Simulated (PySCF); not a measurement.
## Excitation energy of Cu²⁺ by level of theory

Cu²⁺ [Ar] 3d9 (2D) → Cu²⁺ [Ar] 3d8 4s1 (4F), as a difference of total energies. Calculation: PySCF 2.14, in aug-cc-pwCVTZ-PP with ECP10MDF (8s8p7d4f3g, 122 functions); scalar relativity through the core potential. Correlated levels: valence: 3s2 3p6 frozen; valence and next inner shell: nothing frozen outside the core potential. The calculations carry no spin-orbit coupling.

```csv
method,excitation energy (eV)
UHF,5.741
LDA,7.600
PBE,7.091
PBE0,7.016
BLYP,6.815
MN15,10.965
HSE06,6.952
SCS-MP2 (valence),7.757
MP2 (valence and next inner shell),8.091
SCS-MP2 (valence and next inner shell),7.940
```

Problem. Estimate what MP2 (valence) gives.

Solution. 7.782 eV, closest to SCS-MP2 (valence) among the rows shown.

Problem. Estimate what r2SCAN gives.

Solution. 6.283 eV, closest to BLYP among the rows shown.
